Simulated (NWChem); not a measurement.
A calculation on phosphorus nitride (NP)

SMILES: N#P
```xyz
2

N      0.0000     0.0000     1.0149
P      0.0000     0.0000    -0.4736
```
Charge 0, spin multiplicity 1.

Program: NWChem. Structure: optimised with PBE0/def2-SVP, a minimum by its harmonic frequencies.

Symmetry labels belong to the abelian group C2v used in the runs, with the axes of the coordinates shown; states degenerate in a higher group split over its labels.

Problem. List the lowest 3 singlet excitations that CIS/aug-cc-pVDZ gives, with oscillator strengths.

Solution. 
```json
[
 {"state": "1", "symmetry": "a2", "energy (eV)": "4.18", "wavelength (nm)": "297", "f": "0.000"},
 {"state": "2", "symmetry": "a2", "energy (eV)": "4.59", "wavelength (nm)": "270", "f": "0.000"},
 {"state": "3", "symmetry": "a1", "energy (eV)": "4.59", "wavelength (nm)": "270", "f": "0.000"}
]
```
